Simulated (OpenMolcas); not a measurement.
**Levels of Ta by method**

```json
{"Program": "OpenMolcas", "Basis": "ANO-RCC-VTZP [8s7p5d3f2g1h]", "Scalar Hamiltonian": "DKH2, point nucleus", "Active space": "5 electrons in 11 orbitals (5d 6s 6d)", "State averaging": "2S+1 = 4 even, 42 roots; 2S+1 = 6 even, 5 roots kept (CI in the orbitals of an earlier block); 2S+1 = 2 even, 35 roots kept (CI in the orbitals of an earlier block)", "Spin-orbit coupling": "state interaction with AMFI integrals over the reference wave functions, term energies averaged over their components"}
```

Methods on the same reference wave functions:
A. CASSCF
B. SS-CASPT2, IPEA 0.25 Eh, imaginary shift 0.1 Eh (closed shells correlated: 5s 5p)
C. MS-CASPT2, IPEA 0.25 Eh, imaginary shift 0.1 Eh (closed shells correlated: 5s 5p)

Energies in cm-1 above 5d3 6s2 4F 3/2, the measured ground level; measured values from NIST Handbook of Basic Atomic Spectroscopic Data.

```csv
Level,A,B,C,Measured
5d3 6s2 4F 3/2,0.0,0.0,0.0,0.0
5d3 6s2 4F 5/2,1990,2060,2090,2010
5d4 6s 6D 1/2 [65 %],3849,9460,9820,
5d3 6s2 4F 7/2,4137,4220,4330,3964
5d4 6s 6D 3/2 [67 %],4561,9670,10010,
5d4 6s 6D 5/2,5915,10830,11170,
5d3 6s2 4F 9/2,5983,6020,6260,5621
5d3 6s2 4P 1/2 [61 %],6497,5370,5730,6049
5d3 6s2 4P 3/2 [55 %],6687,5590,5940,
5d4 6s 6D 7/2,7144,11470,11790,
5d4 6s 6D 9/2,8446,12740,12930,
5d3 6s2 4P 5/2 [74 %],9200,9160,9520,9253
5d3 6s2 2G 7/2,11499,10410,10790,
5d3 6s2 2D 5/2,14458,13560,13910,
5d3 6s2 2P 1/2,14766,11660,12020,
```

Deviations, from unrounded energies. A percentage is the sum of absolute deviations over the sum of measured energies, with the sign that they share, or ± where signs differ.

```tsv
Against measurement	Levels	A	B	C
mean absolute deviation (cm-1)	5	210	300	340
fine structure of the ground term (%)	3	±4.8	+6.1	+9.4
other terms of the ground configuration (%)	2	±3.3	-5.1	±3.9
```

A lies closest to measurement on these levels and C furthest from it. The largest miss of A in the table is 5d3 6s2 4P 1/2 [61 %], by +450 cm-1. The ranking rests on the paired levels alone, and a cruder setting can come out closer through cancelling errors.

Between B and C the level of the table that moves most is 5d3 6s2 2G 7/2, by 380 cm-1 (lowest in B, highest in C). Moves below CASPT2's spread within the term are not significant.

The mean deviations of B to C differ by less than CASPT2's widest spread within a term (650 cm-1), so their order carries little weight.

From A to B the spin-free energies of the other terms of 5d3 6s2 shown, above 4F, scale by factors of 0.67 to 1.12.

The lowest spin-free term lies below A's lowest term by 0.311 hartree in B, 0.313 hartree in C.

Term energies are means over components that CASPT2 splits; among the terms shown or strongly mixed into the levels shown the widest spread is 650 cm-1 (5d3 6s2 4F, C). Terms from blocks run as CI alone lack orbitals of their own. Active for correlation alone: 6d; no level in the range computed is led by a configuration that fills it, so any true level of that kind is missing. Without dynamic correlation excited terms often stand tens of per cent too high (terms of higher spin than the ground term too low), and those without a measured partner can miss by more than the paired ones (holds for A). The CASPT2 spread within a term exceeds the gap to the next term for 5d4 6s 6D and 5d3 6s2 2G, so the order of their levels is uncertain, and so are names and mixing where such terms share a J (holds for C). Measured partners are found by configuration, term and J. A level has none where our copy of the source lacks it or the pairing is in doubt (some pairs that miss far off the trend of their configuration count as doubtful), and it then counts in no deviation. Levels of configurations outside the active space are missing. The table leaves out levels that lie high or whose names do not pair safely across all columns.

A share in square brackets marks a mixed level and gives the weight of the term that names it, the lowest over the columns.
